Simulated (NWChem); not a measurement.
O=C=[N][AlH2] (CH2AlNO), optimised at PBE-D3(BJ)/def2-SVP with NWChem:

```
Item                               Value
---------------------------------  -----
highest occupied level (eV)        -6.88
orbital gap (eV)                    4.41
dipole (D)                          1.76
highest harmonic frequency (cm⁻¹)   2374
zero-point energy (kcal/mol)        16.5
```

All stand in one matching conformer (torsions within 35°), which need not be the lowest.

Q: One H atom is replaced by F, giving O=C=[N][AlH][F] (CHAlFNO), optimised at the same level. How do these values move?

A: 
```tsv
quantity	new value	change
highest occupied level (eV)	-7.36	-0.48
orbital gap (eV)	5.33	+0.92
dipole (D)	1.52	-0.24
highest harmonic frequency (cm⁻¹)	2383	+9
zero-point energy (kcal/mol)	14.3	-2.2
```
